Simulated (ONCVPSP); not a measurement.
Before and after: ONCV potential for Rh (Z = 45)

| Item | Value |
| --- | --- |
| Element | rhodium (Rh) |
| Generator | ONCVPSP 4.0.1 |
| Type | optimised norm-conserving Vanderbilt (ONCV) |
| Functional | LDA (Perdew-Wang 92) |
| Relativity | scalar-relativistic |
| Frozen core | [Ar] 3d10 |
| Valence charge | 17 |
| Reference configuration | 4s2 4p6 4d7 5s2 |
| Partial waves | 4s+5s: rc 1.75 bohr, ncon 3, nbas 8, qcut 5.5 1/bohr, 3 projectors, debl 2.6 Ha; 4p: rc 1.70 bohr, ncon 4, nbas 7, qcut 9.5 1/bohr, 2 projectors, debl 0.9 Ha; 4d: rc 1.40 bohr, ncon 5, nbas 8, qcut 7.2 1/bohr, 2 projectors, debl 3.8 Ha |
| Local potential | polynomial inside 1.20 bohr (lpopt 1, dvloc0 0 Ha) |
| Core correction | Teter function, fcfact 1.5, rcfact 1.6 |

In the p channel the program set the typed energies aside and used -1.982, 0.250 Ha.

Change: local potential polynomial inside 1.20 bohr (lpopt 1, dvloc0 4 Ha).

Cutoffs: the cutoffs (Ha) at which the residual kinetic energy of the hardest occupied pseudo-wave falls to 1 and 0.1 mHa per electron; they do not see the model core or the augmentation charge, which bear on the density cutoff. Errors are all-electron minus pseudo energies relative to the spin-unpolarised reference configuration.

Q: Predict the effect on cutoff, ghosts and configuration errors.

A: The potential gets neither clearly harder nor softer (28 Ha and 86 Ha → 28 Ha and 86 Ha); of the 4 tests that both files solve, the error grows in 2 and shrinks in 0 by more than 15 % and 0.3 meV (median size 9.9 → 10.8 meV); neither file shows a bound ghost.

| quantity | base | changed |
| --- | --- | --- |
| cutoff, loose | 28 Ha | 28 Ha |
| cutoff, tight | 86 Ha | 86 Ha |
| bound ghosts | none | none |
| GHOST(+) flags under 300 eV | s at 292.9 eV | none |
| error for 4s2 4p6 4d8 5s1, meV [ΔE -2.39 eV] | -4.3 | -5.8 |
| error for 4s2 4p6 4d8 5s0, meV [ΔE 5.40 eV] | -11 | -12 |
| error for 4s2 4p6 4d7 5s0, meV [ΔE 25.16 eV] | -11 | -11 |
| error for 4s2 4p6 4d8 5s0 5p1, meV [ΔE 1.35 eV] | -9.2 | -11 |
| s: phases at 1.78 bohr within 0.05 rad from the reference energy up to (Ha; the scan ends near 5) | to the end of the scan | to the end of the scan |
| p: phases at 1.72 bohr within 0.05 rad from the reference energy up to (Ha; the scan ends near 5) | to the end of the scan | to the end of the scan |
| d: phases at 1.42 bohr within 0.05 rad from the reference energy up to (Ha; the scan ends near 5) | to the end of the scan | to the end of the scan |
| rms error of d²Exc/dni dnj with the model core, mHa | 1.38 | 1.38 |
